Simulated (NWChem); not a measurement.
Species: Si2H5O2F; SMILES O[Si](O)([SiH3])F

```xyz
10

O     -1.5521    -0.8440    -0.4415
Si    -0.0213    -0.4065    -0.0220
O      0.3218    -1.1345     1.4289
F      1.0617    -0.9724    -1.0866
Si     0.0831     1.9222     0.0029
H     -1.8117    -1.7478    -0.2058
H      1.2543    -1.3202     1.6096
H      1.4604     2.3543     0.3708
H     -0.2500     2.4888    -1.3313
H     -0.8648     2.4613     1.0142
```
Atoms are numbered in this order, from 1.

Level: B3LYP/6-31G* (spherical d) (NWChem), optimised geometry, unscaled harmonic frequencies. 

```csv
frequency (cm⁻¹),IR intensity (km/mol)
106,1.1
137,23.4
140,1.2
195,74.2
228,35.3
293,40.8
308,40.3
361,104.6
488,70.5
543,24.1
545,12.4
787,228.0
835,180.0
874,234.7
914,86.5
931,27.0
940,32.5
947,129.9
984,153.4
2240,79.2
2254,110.7
2261,122.7
3776,69.9
3800,82.5
```

| Quantity | Result |
|---|---|
| zero-point energy | 35.6 kcal/mol |
| thermal correction to the enthalpy at 298.15 K (with zero-point energy) | 41.3 kcal/mol |
| heat capacity Cv | 27.9 cal/(mol K) |
| entropy at 298.15 K and 1 atm (symmetry number 1) | 87.4 cal/(mol K) |
| dipole moment | 1.53 D |

Rigid rotor and harmonic oscillator.
